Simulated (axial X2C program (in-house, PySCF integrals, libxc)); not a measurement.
Worked dissociation energy of BeSb: MP2, spin-free

Calculated with an in-house relativistic program for diatomic molecules. Spin-free means the one-electron spin-free X2C Hamiltonian. Basis: Sb dyall-cv3z [11s12p8d4f1g], Be dyall-cv3z [8s8p3d1f] (cores contracted in-house); Gaussian nuclei, density fitting, unrestricted open shells. Masses: Sb 120.904 u, Be 9.012 u.

Molecular state: M_S = 3/2, Λ = 0 (beyond evenly filled blocks: σα, π+α, π-α).

Correlated methods: 7 electrons correlated (number of frozen shells: Sb 4 s, 3 p, 2 d; Be 1 s), 237 virtual spin orbitals or spinors in MP2.

```
E(Sb) (2M_S = 3, M_L = 0) : -6478.103371 hartree
E(Be) (2M_S = 0, M_L = 0) : -14.604502 hartree
E(BeSb) at Re             : -6492.736050 hartree
ωe                        : 463.2 cm⁻¹
ωexe                      : 3.39 cm⁻¹
```

(1) Work out De and D0.

Occupations by symmetry block were frozen at the best pattern of an incomplete PBE0 search. Dissociation energies refer to the lowest single-determinant-based atoms at the same level and basis. Other states lie close and PBE0, whose exact exchange favours high spin, may order them wrongly; the determinant shown need not be the ground state. The nearest other spin-free determinant of the search, M_S = 1/2, Λ = 0, lies 0.13 eV up at the distance of the search. With the outer-core shells frozen, correlated bond lengths of heavy atoms tend to come out a few hundredths of an ångström too long.

Each atomic determinant is the lowest at this level and need not be a pure term. Totals compare only within one Hamiltonian and basis.

Answers

(1) De = -6478.103371 + (-14.604502) − (-6492.736050) = 0.02818 hartree = 0.767 eV. The zero-point energy is ωe/2 − ωexe/4 = 231 cm⁻¹ = 0.029 eV, so D0 = 0.738 eV.
